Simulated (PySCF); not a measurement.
**Electron correlation in K (potassium, neutral)**

[Ar] 4s1, 2S determinant. Calculation: PySCF 2.14, in x2c-QZVPPall; scalar relativity by spin-free X2C-1e. Frozen: [Ne]; 9 electrons correlated.

```json
{"level": "CCSD", "correlation energy (mhartree)": "-219.15"}
{"level": "(T)", "correlation energy (mhartree)": "-6.64"}
{"level": "CCSD(T)", "correlation energy (mhartree)": "-225.79"}
```

Diagnostics: T1 = 0.016, D1 = 0.0675, largest double amplitude 0.030.

Q: Is a single reference adequate?

A: Yes: T1 lies below 0.03 and no double amplitude reaches 0.07.

This basis was not built for core-valence correlation, so the inner-shell part is incomplete.
